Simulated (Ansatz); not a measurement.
Cu(NH3)(SH) (CuSNH4): single points at one geometry.

```yaml
crystal:
  periodic: [false, false, false]
  atoms:
    - {symbol: Cu, position_ang: [0.163223, 0.070432, -0.645848]}
    - {symbol: N, position_ang: [0.151389, 0.051611, 1.296923]}
    - {symbol: H, position_ang: [1.000697, 0.469242, 1.669598]}
    - {symbol: H, position_ang: [0.092163, -0.894489, 1.665116]}
    - {symbol: H, position_ang: [-0.634258, 0.575935, 1.673797]}
    - {symbol: S, position_ang: [0.233242, 0.114448, -2.748309]}
    - {symbol: H, position_ang: [-1.006446, -0.387179, -2.911266]}
basis:
  gaussian: {orbitals: def2-TZVP, initial_orbitals: start.molden}
hamiltonian: {xc: {name: LC-wPBE}}
scf: {omitted_lower_state_checks: [starts]}
output: {orbitals: {seedname: orbitals}}
```

The file start.molden holds the orbitals of an earlier run on this structure, at another level or in another basis.

```sh
$ ansatz run in.yaml --threads 4 --pin off --events-out ev --progress --plain --max-ram 3916MiB
```

Shortened log:

```
Functional definition: LC-wPBE
1045 factors; their error is unknown
302 factors; integrals over basis functions are off by at most 4.6e-5 eV
mean field evaluation 1: about -57024.9660 eV, gradient 1.0e1 eV
mean field evaluation 2: about -57025.0796 eV, gradient 1.7e-1 eV
mean field evaluation 4: about -57025.0347 eV, gradient 8.4e-4 eV
mean field -57025.03470202 eV, -2095.6313723423 hartree, gradient 2.3e-5 eV, S^2 0.000000; 0 other end points of the search recorded, 0 dependent functions left out
reference -57025.03470202 eV, -2095.6313723425 hartree; 28, 28 occupied and 109, 109 virtual orbitals, 1045 factors
Total energy: -57025.03470202 eV, -2095.6313723425 hartree
Checks for a lower state left out: starts
```

Run time 2.1 s (4 threads of Arm Neoverse N1 on a shared host).

First input, but with `gaussian: {orbitals: STO-3G}`, `hamiltonian: {xc: hf}` (abridged; 0.6 s):

```
Functional definition: HF
mean field evaluation 16: about -56312.2009 eV, gradient 3.5e-1 eV
mean field evaluation 32: about -56312.2172 eV, gradient 1.9e-1 eV
a density is far from that of the atoms, so the factors are made again for it
mean field evaluation 64: about -56312.2166 eV, gradient 3.9e-5 eV
mean field -56312.21662224 eV, -2069.4357910760 hartree, gradient 6.8e-6 eV, S^2 0.000000
Total energy: -56312.21662224 eV, -2069.4357910760 hartree
Checks for a lower state left out: starts
```

The first input with `hamiltonian: {xc: {name: wB97M-V}}` (abridged; 7.5 s):

```
Functional definition: wB97M-V
mean field -57030.62058906 eV, -2095.8366499048 hartree, gradient 1.7e-5 eV, S^2 0.000000
Total energy: -57030.62064348 eV, -2095.8366519048 hartree
Checks for a lower state left out: starts
```

First input, but with `hamiltonian: {xc: r2scan, dispersion: d4}` (abridged; 3.7 s):

```
Functional definition: r2SCAN
mean field -57032.68802461 eV, -2095.9126267602 hartree, gradient 2.4e-5 eV, S^2 0.000000
Total energy: -57032.71452133 eV, -2095.9136004965 hartree
Checks for a lower state left out: starts
```

Geometry: r2SCAN-D4/def2-TZVP.

LC-ωPBE has ω = 0.4 bohr⁻¹.
